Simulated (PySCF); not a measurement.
Screening by computed properties: pick the candidate that meets the target.

Species are written as SMILES; each is one conformer at its optimised geometry, gas phase, non-relativistic unless stated; the electronic structure was computed with PySCF and density fitting.

The conformers computed, where there is a choice (atom-mapped SMILES and torsion angles):
- `[N:1]#[C:2][Si@@H:3]1[CH2:4][C@@H:5]1[CH2:6][F:7]`: C4–C5–C6–F7 -161°
- `[N:1]#[C:2][SiH2:3]/[CH:4]=[CH:5]/[CH2:6][F:7]`: C2–Si3–C4–C5 -118°, C4–C5–C6–F7 1°
- `[CH:1]#[C:2]/[C:3]([F:4])=[CH:5]/[SiH2:6][NH2:7]`: C3–C5–Si6–N7 -179°, H–N7–Si6–C5 -49°, H–N7–Si6–C5 173°
- `[N:1]#[C:2]/[CH:3]=[CH:4]/[C@H:5]([F:6])[SiH3:7]`: C3–C4–C5–F6 14°
- `[CH3:1]/[C:2](=[CH:3]/[F:4])[SiH2:5][C:6]#[N:7]`: C1–C2–Si5–C6 30°

Question: Wanted: dipole moment below 3 D (wB97X-D/def2-SVPD) and static isotropic polarisability above 80 au (wB97X-D/def2-SVPD), at GFN2-xTB geometries. Which candidate meets both?
A. `N#C[SiH2]/C=C/CF`
B. `N#CC1(F)C[SiH2]C1`
C. `[SiH3][C@H](/C=C/C#N)F`
D. `N#C[Si@@H]1C[C@@H]1CF`
E. `C#C/C(F)=C/[SiH2]N`
F. `C/C([SiH3])=C(/F)C#N`

Answer: E. Computed values:
```
               species  dipole moment  static isotropic polarisability
    C#C/C(F)=C/[SiH2]N         2.13 D                          85.6 au
  C/C([SiH3])=C(/F)C#N         3.94 D                          81.3 au
     N#CC1(F)C[SiH2]C1         4.19 D                          73.4 au
 N#C[Si@@H]1C[C@@H]1CF         4.47 D                          77.1 au
[SiH3][C@H](/C=C/C#N)F         4.75 D                          83.6 au
      N#C[SiH2]/C=C/CF         4.93 D                          78.8 au
```

Question: Wanted: lowest triplet excitation (Tamm–Dancoff) between 4 eV and 5 eV (TDA wB97X-D/def2-SVPD) and lowest singlet excitation below 6.8 eV (TDDFT wB97X-D/def2-SVPD), at GFN2-xTB geometries. Which candidate meets both?
A. `C/C(=C/F)[SiH2]C#N`
B. `N#C[SiH2]/C=C/CF`
C. `N#CC1(F)C[SiH2]C1`
D. `C/C([SiH3])=C(/F)C#N`

Answer: A. Computed values:
```
             species  lowest triplet excitation (Tamm–Dancoff)  lowest singlet excitation
C/C([SiH3])=C(/F)C#N                                   3.53 eV                    5.82 eV
  C/C(=C/F)[SiH2]C#N                                   4.29 eV                    6.67 eV
    N#C[SiH2]/C=C/CF                                   4.44 eV                    7.02 eV
   N#CC1(F)C[SiH2]C1                                   6.39 eV                    7.20 eV
```

Question: Wanted: smallest rotational constant above 1.1 GHz (GFN2-xTB) and HOMO energy below -10 eV (wB97X-D/def2-SVPD), at GFN2-xTB geometries. Which candidate meets both?
A. `N#C[Si@@H]1C[C@@H]1CF`
B. `N#C[SiH2]/C=C/CF`
C. `C(C1(C[SiH2]C1)F)#N`
D. `[SiH2](/C=C(\F)C#C)N`
E. `C/C([SiH3])=C(/F)C#N`

Answer: C. Computed values:
```
              species  smallest rotational constant  HOMO energy
     N#C[SiH2]/C=C/CF                     0.767 GHz    -10.27 eV
 [SiH2](/C=C(\F)C#C)N                     0.867 GHz     -9.12 eV
 C/C([SiH3])=C(/F)C#N                     1.068 GHz     -9.77 eV
N#C[Si@@H]1C[C@@H]1CF                     1.197 GHz     -9.41 eV
  C(C1(C[SiH2]C1)F)#N                     1.470 GHz    -10.82 eV
```

Question: Wanted: HOMO–LUMO gap between 9.8 eV and 10.8 eV (wB97X-D/def2-SVPD) and electronic spatial extent ⟨r²⟩ about the centre of nuclear charge below 1060 bohr² (wB97X-D/def2-SVPD), at GFN2-xTB geometries. Which candidate meets both?
A. `N#CC1(F)C[SiH2]C1`
B. `C/C(=C/F)[SiH2]C#N`
C. `[SiH2](/C=C/CF)C#N`
D. `C/C([SiH3])=C(/F)C#N`
E. `C#C/C(F)=C/[SiH2]N`
F. `C(#N)[Si@H]1[C@H](C1)CF`

Answer: F. Computed values:
| species | HOMO–LUMO gap | electronic spatial extent ⟨r²⟩ about the centre of nuclear charge |
| --- | --- | --- |
| C#C/C(F)=C/[SiH2]N | 9.48 eV | 1253 bohr² |
| C/C([SiH3])=C(/F)C#N | 9.67 eV | 1045 bohr² |
| C(#N)[Si@H]1[C@H](C1)CF | 10.03 eV | 986 bohr² |
| C/C(=C/F)[SiH2]C#N | 10.66 eV | 1084 bohr² |
| [SiH2](/C=C/CF)C#N | 11.02 eV | 1398 bohr² |
| N#CC1(F)C[SiH2]C1 | 12.08 eV | 868 bohr² |
